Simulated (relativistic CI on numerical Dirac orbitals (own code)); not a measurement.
**Level scheme of Ce XXII**

Method of calculation: Dirac-Coulomb-Breit CI, orbitals from a KLI potential per configuration, model QED (radiative potential, 1s self-energy scaled to tabulated hydrogen-like ionisation energies), unscaled Slater integrals (own radial code, finite nucleus).

Configuration list (outside the closed core [Ar] 3d10): 4s²4p⁶4d, 4s²4p⁵4d², 4s²4p⁶4f, 4s4p⁶4d², 4s²4p⁵4d4f, 4s4p⁶4d4f, 4s²4p⁶5s, 4s²4p⁶5p, 4s²4p⁶5d, 4s²4p⁵4d5s, 4p⁶4d³, 4p⁵4d⁴, 4p⁵4d³4f. Double excitations out of closed p, d and f shells are left out; levels of such configurations are missing from the list, as are those of other unlisted configurations, and high levels can miss mixing partners. These lack a partner that the ground configuration has and come out too high: 4s²4p⁵4d5s.

The lowest level is 4s²4p⁶4d ²D3/2, with 99 % of that term; Hund's rules for 4s²4p⁶4d give ²D with J = 3/2, in agreement.

```
No.  Configuration  Term     J   E (eV)   %  Landé g  Lifetime (s)
  1       4s²4p⁶4d    ²D   3/2    0.000  99    0.798              
  2       4s²4p⁶4d    ²D   5/2    4.526  99    1.199      1.91e-03
  3     4p⁵4d²(3F)   ⁴D°   1/2   93.733  94    0.053      3.29e-08
  4     4p⁵4d²(3F)   ⁴D°   3/2   94.316  70    1.085      6.92e-08
  5     4p⁵4d²(3F)   ⁴D°   5/2   96.234  47    1.173      2.67e-08
  6     4p⁵4d²(3F)   ⁴G°   7/2   98.016  45    1.067      1.81e-08
  7     4p⁵4d²(3F)   ²F°   5/2   98.383  27    1.179      4.19e-09
  8     4p⁵4d²(3P)   ⁴D°   7/2   99.478  62    1.310      1.63e-08
  9     4p⁵4d²(3F)   ⁴G°   9/2   99.868  75    1.188      8.64e-03
 10     4p⁵4d²(3F)   ⁴G°  11/2  101.331  85    1.245      2.99e-02
 11     4p⁵4d²(3P)   ⁴P°   3/2  101.403  54    1.533      1.37e-09
 12     4p⁵4d²(3P)   ⁴P°   5/2  101.491  51    1.283      1.77e-08
 13     4p⁵4d²(1D)   ²D°   3/2  101.596  48    0.902      2.48e-10
 14     4p⁵4d²(3F)   ²G°   7/2  103.650  48    1.047      5.66e-08
 15     4p⁵4d²(3P)   ⁴P°   1/2  104.364  47    1.798      1.70e-08
 16     4p⁵4d²(1D)   ²D°   5/2  105.730  52    1.128      2.19e-10
 17     4p⁵4d²(1D)   ²F°   7/2  105.806  60    1.170      2.28e-10
 18     4p⁵4d²(3F)   ⁴F°   9/2  106.284  61    1.243      5.64e-04
 19     4p⁵4d²(1G)   ²H°  11/2  106.524  85    1.115      1.41e-03
 20     4p⁵4d²(1G)   ²F°   5/2  107.051  27    1.134      1.17e-10
 21     4p⁵4d²(3P)   ²D°   3/2  107.263  23    1.195      3.23e-10
 22     4p⁵4d²(3P)   ⁴D°   7/2  107.479  41    1.241      1.40e-10
 23     4p⁵4d²(1G)   ²F°   5/2  109.801  29    0.964      2.63e-11
 24     4p⁵4d²(1D)   ²P°   1/2  109.936  66    1.195      2.11e-10
 25     4p⁵4d²(1G)   ²G°   9/2  110.442  59    1.041      5.91e-04
 26     4p⁵4d²(3P)   ²D°   3/2  112.023  38    0.844      1.67e-11
 27     4p⁵4d²(1D)   ²F°   7/2  115.264  32    1.153      5.38e-11
 28     4p⁵4d²(1S)   ²P°   3/2  117.454  52    1.224      2.59e-10
 29     4p⁵4d²(3F)   ⁴G°   5/2  117.706  30    0.922      2.25e-11
 30     4p⁵4d²(3P)   ⁴D°   1/2  118.044  53    0.582      8.48e-12
```

Energies count from the lowest computed level; ° marks odd parity; lifetimes are radiative, by E1, M1, E2, M2, E3 decay to levels of this space only. Percentages are summed over parent terms; the parents shown are those of the largest component, closed shells are left out there.

The mean weight of the leading LS term, summed over parents, in these 30 levels is 55 %, and that of the leading jj configuration (from the same eigenvectors) 69 %, so jj coupling describes them better and the LS labels are nominal.

At this charge energies of transitions that change n are usually good to better than 1 %, and those within a shell (Δn = 0) to a few per cent.

LS names give the leading component of a level, which can be under half, so a name can repeat, a term be missing and a line seem to break the LS rules.
